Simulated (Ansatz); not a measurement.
Gas-phase electronic energies from Ansatz, PBE0-D4/def2-TZVP geometries. CCSD(T)/CBS is the MP2 limit (def2-TZVPP, def2-QZVPP) plus CCSD(T) − MP2 in def2-TZVPP, frozen cores. DFT in def2-TZVPP. B3LYP here is the variant with VWN-RPA as its local correlation; programs differ in this. Each species was taken in one conformer, which may not be the lowest.

Reaction (formal exchange of groups at the Si–F bond): `CO[Si](N)(F)F` + `[SiH3]C1=CC1Cl` → `CO[Si](N)(F)[SiH3]` + `FC1=CC1Cl`

`CO[Si](N)(F)F`:

```xyz
11

C    -0.257   -1.546    1.111
O     0.439   -0.473    0.512
Si   -0.092    0.459   -0.690
N     0.816    1.866   -0.723
F    -1.658    0.661   -0.488
F     0.015   -0.228   -2.114
H     0.190   -1.736    2.087
H    -0.167   -2.450    0.501
H    -1.317   -1.313    1.246
H     1.105    2.341    0.113
H     0.925    2.419   -1.555
```

`[SiH3]C1=CC1Cl`:

```xyz
10

Si    1.127   -1.196   -0.444
C    -0.155   -0.047    0.214
C    -1.283    0.210    0.817
C    -0.601    1.370    0.277
Cl   -1.223    2.165   -1.207
H     2.439   -0.832    0.148
H     0.780   -2.593   -0.085
H     1.187   -1.041   -1.918
H    -2.165   -0.156    1.317
H    -0.105    2.121    0.882
```

`CO[Si](N)(F)[SiH3]`:

```xyz
14

C     0.619   -2.255    0.337
O     0.523   -0.878    0.648
Si   -0.487    0.192   -0.046
N    -0.412    0.076   -1.746
F    -2.020   -0.149    0.278
Si    0.058    2.244    0.926
H    -0.111   -2.826    0.917
H     0.446   -2.437   -0.728
H     1.622   -2.596    0.599
H     0.438    0.254   -2.253
H    -1.229    0.254   -2.306
H     0.003    2.190    2.411
H    -0.882    3.296    0.450
H     1.434    2.635    0.513
```

`FC1=CC1Cl`:

```xyz
7

F     1.768   -0.420   -1.148
C     0.634   -0.107   -0.596
C    -0.412    0.644   -0.574
C    -0.251   -0.394    0.501
Cl    0.180    0.108    2.172
H    -1.037    1.446   -0.924
H    -0.882   -1.276    0.569
```

(1) Is it downhill or uphill in electronic energy at CCSD(T)/CBS, and by how much? (An estimate is asked.)

(2) What do these levels give: B3LYP-D4, B2PLYP, r2SCAN, PBE0, B3LYP, MP2/def2-TZVPP, SCS-MP2/def2-TZVPP, CCSD/def2-TZVPP, CCSD(T)/def2-TZVPP, MP2/def2-QZVPP, HF/CBS(def2), MP2/CBS(def2)? (Best estimate.)

Largest T1 diagnostic among the species: 0.012.

Answers

(1) Computed: Uphill: ΔE = +297.7 kJ/mol.

(2) The calculation gave: B3LYP-D4 279.5, B2PLYP 291.6, r2SCAN 279.4, PBE0 266.2, B3LYP 279.6, MP2/def2-TZVPP 308.2, SCS-MP2/def2-TZVPP 305.6, CCSD/def2-TZVPP 297.5, CCSD(T)/def2-TZVPP 292.5, MP2/def2-QZVPP 312.2, HF/CBS(def2) 318.9, MP2/CBS(def2) 313.5 kJ/mol.

From PBE to PBE0 (25 % exact exchange), in def2-TZVPP and without D4, ΔE moves by +18.4 kJ/mol. In def2-TZVPP, CCSD(T) changes the Hartree–Fock value by −23.2 kJ/mol (the triples alone add −5.0 kJ/mol) and MP2 by −7.5 kJ/mol.
